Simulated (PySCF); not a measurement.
Predicted microwave data (PBE0-D3(BJ)/def2-SVP geometry optimisation, gas phase in PySCF 2.14.0) for one isomer of C4H8Si:

| Quantity | Value |
| --- | --- |
| Rotational constants | A = 8442, B = 2207, C = 1902 MHz |
| Dipole components | \|μa\| = 0.34 D, \|μb\| = 0.37 D, \|μc\| = 0.20 D |
| Inertial defect | -23.16 u·Å² |
| κ | -0.91 |

Task: Which candidate fits, each taken in the one conformer that was computed?
A. `[SiH3:1][CH2:2][C:3]1=[CH:4][CH2:5]1` with Si1–C2–C3–C4 -101°
B. `C[C@@H]1C=C1[SiH3]`
C. `CC#CC[SiH3]`
D. `[CH2:1]=[CH:2][C@H:3]1[CH2:4][SiH2:5]1` with C1–C2–C3–C4 0°
E. `[SiH3][C@]12C[C@H]1C2`

Result: B. It is C[C@@H]1C=C1[SiH3], a near-prolate asymmetric top, point group C1. The candidates at the same level (rigid rotor, commonest isotopes):

| SMILES | A (MHz) | B (MHz) | C (MHz) | μa (D) | μb (D) | μc (D) | Δ (u·Å²) | point group | rotor |
| --- | --- | --- | --- | --- | --- | --- | --- | --- | --- |
| [SiH3][C@]12C[C@H]1C2 | 8170 | 2930 | 2521 | 0.45 | 0.00 | 0.44 | -33.92 | Cs | asymmetric top |
| C[C@@H]1C=C1[SiH3] | 8442 | 2207 | 1902 | 0.34 | 0.37 | 0.20 | -23.16 | C1 | near-prolate asymmetric top |
| CC#CC[SiH3] | 12444 | 1503 | 1387 | 0.46 | 0.26 | 0.00 | -12.32 | – | near-prolate asymmetric top |
| C=C[C@H]1C[SiH2]1 | 8146 | 2611 | 2472 | 0.67 | 0.04 | 0.23 | -51.19 | C1 | near-prolate asymmetric top |
| [SiH3]CC1=CC1 | 9818 | 2059 | 1965 | 0.42 | 0.79 | 0.09 | -39.81 | C1 | near-prolate asymmetric top |

`[SiH3][C@]12C[C@H]1C2` has B 33 % too high; `CC#CC[SiH3]` has A 47 % too high; `[SiH3]CC1=CC1` has A 16 % too high; `C=C[C@H]1C[SiH2]1` has C 30 % too high. No structure here is proved a minimum.
